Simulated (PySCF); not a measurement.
Static response to an electric field

C5H8BN.
Cartesian coordinates in Å at the PBE0-D3(BJ)/def2-SVP level; atoms count from 1:
```xyz
15
C5H8BN angstrom
B     -1.907    0.205    0.070
N     -0.309    0.133    0.000
C      0.418    1.256   -0.072
C      1.805    1.236   -0.074
C      2.462    0.010   -0.005
C      1.699   -1.154    0.064
C      0.315   -1.051    0.061
H     -2.325   -0.811   -0.470
H     -2.178    0.232    1.268
H     -2.235    1.237   -0.500
H     -0.160    2.180   -0.128
H      2.357    2.175   -0.134
H      3.553   -0.039   -0.009
H      2.165   -2.139    0.114
H     -0.342   -1.921    0.107
```

Level: wB97X-D/def2-SVPD (PySCF), static field, nuclei fixed, core orbitals frozen in the response. The polarisability tensor in these axes (au):

```
x   106.64  -0.73  -1.92
y    -0.73  88.53  -1.80
z    -1.92  -1.80  55.94
```

Problem. What are the eigenvalues, a third of the trace, and Δα (Δα² = ½Σ(αi − αj)² over the three pairs)?

Solution. Principal values 55.77, 88.60 and 106.74 au; mean 83.70 au = 12.40 Å³ = 13.80 × 10⁻⁴⁰ C²·m²/J; Δα = 44.75 au (53 % of the mean).

Problem. What is the dipole moment, and where does it point?

Solution. (6.73, -0.30, -0.19) D, 6.74 D in size, pointing from the negative to the positive side. Measured along this direction, the outermost atoms are H10, H8 and H9 at the negative end and H13 at the positive end.

Problem. In TDDFT the mean static polarisability is Σ f/ω² over all singlet excitations (ω in hartree). How much of it do the 10 lowest give? Their energies (eV) and oscillator strengths: 4.98, 0.1521; 5.22, 0.0063; 5.25, 0.0042; 6.02, 0.1062; 6.08, 0.0071; 6.60, 0.0118; 6.66, 0.0982; 7.31, 0.0018; 7.44, 0.0585; 7.64, 0.5100.

Solution. They add up to 16.25 au, 19.4 % of the 83.70 au; the largest single term is 6.47 au, from the state at 7.64 eV. Terms in order: 4.54, 0.17, 0.11, 2.17, 0.14, 0.20, 1.64, 0.03, 0.78, 6.47 au. Higher excitations give the rest. The strengths listed sum to 0.956.

Problem. Refractivity n − 1 of an ideal gas of it at 400 K and 1 atm, from the electronic α?

Solution. N = p/kT = 1.8347 × 10¹⁹ cm⁻³, so n − 1 = 2π × N × 12.40 × 10⁻²⁴ cm³ = 1430 × 10⁻⁶ at long wavelengths, for an ideal gas.

Problem. Give the eigenvalues of the traceless quadrupole moment Θ = ½Σq(3rr − r²1), origin at the centre of nuclear charge.

Solution. -12.54, -1.78, 14.33 D·Å. The values depend on the origin, since the dipole doesn't vanish. The electronic extent ⟨r²⟩ about the same centre is 711 bohr², a root-mean-square distance of 2.00 Å for the 50 electrons.

Problem. Along which axes do the principal values lie, and how far do the nuclei extend along each?

Solution. Largest value along (1.00, -0.04, -0.04), where the nuclei span 5.83 Å; middle along (0.03, 1.00, -0.06), 4.33 Å; least along (0.04, 0.06, 1.00), 1.80 Å. The response follows the extents in order.

Isolated species at its PBE0-D3(BJ)/def2-SVP geometry, gas phase.
